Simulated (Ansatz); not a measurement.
Computed with Ansatz on PBE0-D4/def2-TZVP structures; ΔE is electronic, products minus reactants. CBS: MP2 limit from def2 TZ/QZ plus the TZ coupled-cluster correction, frozen cores. This one scheme is used for every species. DFT in def2-TZVPP. B3LYP here is the variant with VWN-RPA as its local correlation; programs differ in this. Each species was taken in one conformer, which may not be the lowest.

`O[SiH2][SiH](O)Cl` + H₂ → `O[SiH2][SiH2]O` + HCl  (hydrogenolysis of the Si–Cl bond)

```json
{"level": "PBE0-D4", "ΔE (kJ/mol)": "91.7", "difference from CCSD(T)/CBS": "-0.3"}
{"level": "ωB97X-V", "ΔE (kJ/mol)": "90.3", "difference from CCSD(T)/CBS": "-1.7"}
{"level": "B2PLYP", "ΔE (kJ/mol)": "88.9", "difference from CCSD(T)/CBS": "-3.1"}
{"level": "B3LYP", "ΔE (kJ/mol)": "84.3", "difference from CCSD(T)/CBS": "-7.7"}
{"level": "MP2/def2-TZVPP", "ΔE (kJ/mol)": "96.5", "difference from CCSD(T)/CBS": "4.5"}
{"level": "SCS-MP2/def2-TZVPP", "ΔE (kJ/mol)": "90.2", "difference from CCSD(T)/CBS": "-1.8"}
{"level": "CCSD/def2-TZVPP", "ΔE (kJ/mol)": "82.7", "difference from CCSD(T)/CBS": "-9.3"}
{"level": "HF/def2-QZVPP", "ΔE (kJ/mol)": "79.2", "difference from CCSD(T)/CBS": "-12.8"}
{"level": "HF/CBS(def2)", "ΔE (kJ/mol)": "79.2", "difference from CCSD(T)/CBS": "-12.8"}
{"level": "CCSD/CBS(def2)", "ΔE (kJ/mol)": "88.4", "difference from CCSD(T)/CBS": "-3.6"}
{"level": "CCSD(T)/CBS", "ΔE (kJ/mol)": "92.0", "difference from CCSD(T)/CBS": "0"}
```

Largest T1 diagnostic among the species: 0.012.

In def2-TZVPP, CCSD(T) changes the Hartree–Fock value by +7.3 kJ/mol (the triples alone add +3.6 kJ/mol) and MP2 by +17.5 kJ/mol. The D4 term adds +8.6 kJ/mol with B3LYP and +4.7 kJ/mol with PBE0; it sums over pairs of atoms, weighted by their polarisabilities, and B3LYP, whose exchange is more repulsive, gets the larger term.
